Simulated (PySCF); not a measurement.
One molecule, one basis, several functionals.

Species: C3H7BO.
InChI=1S/C3H7BO/c1-3(4)5-2/h1,4H2,2H3

Torsions of this conformer, `[BH2:1][C:2](=[CH2:3])[O:4][CH3:5]`: B1–C2–O4–C5 2°.

PySCF, def2-SVPD basis, density fitting, gas phase, PBE0-D3(BJ)/def2-SVP geometry; singlet excitations by full TDDFT with frozen cores, triplets by Tamm–Dancoff TDDFT and ionisation energies by ΔSCF, from the lowest of the holes tried. One functional is left out:

| functional | exact exchange (%) | HOMO energy (eV) | LUMO energy (eV) | lowest singlet excitation (eV) | lowest triplet excitation (eV) | dipole moment (D) | mean polarisability (au) | vertical ionisation energy (eV) |
| --- | --- | --- | --- | --- | --- | --- | --- | --- |
| LDA | 0 | -6.04 | -3.35 | 3.49 | 2.32 | 0.601 | 63.6 | 9.22 |
| PBE | 0 | -5.86 | -3.08 | 3.58 | 2.24 | 0.595 | 62.7 | 8.97 |
| PBE0 | 25 | -6.98 | -2.14 | 4.25 | 2.47 | 0.507 | 60.4 | 9.01 |
| BHandHLYP | 50 | -7.97 | -1.07 | 4.77 | 2.66 | 0.492 | 58.8 | 8.90 |

Q: Predict the row of B3LYP (20 % exact exchange) by straight lines through the other rows, and check it.

A: 
```csv
property,line,computed,computed − line,"PBE0 (25 %), for comparison"
HOMO energy (eV),-6.76,-6.77,-0.01,-6.98
LUMO energy (eV),-2.36,-2.33,+0.03,-2.14
lowest singlet excitation (eV),4.05,4.15,+0.10,4.25
lowest triplet excitation (eV),2.43,2.51,+0.08,2.47
dipole moment (D),0.546,0.516,-0.030,0.507
mean polarisability (au),61.3,61.0,-0.3,60.4
vertical ionisation energy (eV),9.02,9.04,+0.02,9.01
```

Q: Which of these properties follows the share of exact exchange most closely, and which least?

A: Most closely the HOMO energy, least the vertical ionisation energy; the correlations over the tabulated rows are HOMO energy -0.997, lowest singlet excitation 0.995, LUMO energy 0.994, lowest triplet excitation 0.984, mean polarisability -0.977, dipole moment -0.944, vertical ionisation energy -0.670. The HOMO energy moves by -0.405 eV for every 10 %. Functionals with the same share still differ in their other parts: at 0 % LDA and PBE differ by 0.18 eV in it.
